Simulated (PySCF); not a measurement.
**How methods differ on the excitation energy of Pb⁺**

Pb⁺ [Xe] 4f14 5d10 6s2 6p1 (2P) → Pb⁺ [Xe] 4f14 5d10 6s1 6p1 6d1 (high-spin determinant), as a difference of total energies. Computed with PySCF 2.14 in aug-cc-pwCVDZ-PP with ECP60MDF, with scalar relativity through the core potential. Correlated levels: valence: 5s2 5p6 5d10 frozen; valence and next inner shell: nothing frozen outside the core potential. The calculations carry no spin-orbit coupling.

| method | excitation energy (eV) |
| --- | --- |
| UHF | 14.741 |
| LDA | 16.573 |
| PBE | 16.093 |
| PBE0 | 15.967 |
| LC-wPBE | 16.204 |
| PW91 | 16.144 |
| TPSSh | 15.983 |
| MP2 (valence) | 15.304 |
| SCS-MP2 (valence) | 15.474 |
| MP2 (valence and next inner shell) | 16.606 |
| SCS-MP2 (valence and next inner shell) | 16.560 |

**Question.** Estimate what M06-2X gives.

**Answer.** 15.990 eV, closest to TPSSh among the rows shown.

**Question.** Estimate what r2SCAN gives.

**Answer.** 16.107 eV, closest to PBE among the rows shown.

The upper state lies above the first ionisation limit, but in LS coupling its spin forbids autoionisation to the ground ion; at this Z spin-orbit coupling breaks that rule.

The promoted electron is Rydberg-like, and one or two diffuse shells describe it only roughly, which tends to raise the upper state.

The determinant of the upper state mixes LS terms, which raises its energy above the lowest term, most at the Hartree-Fock and MP2 levels.
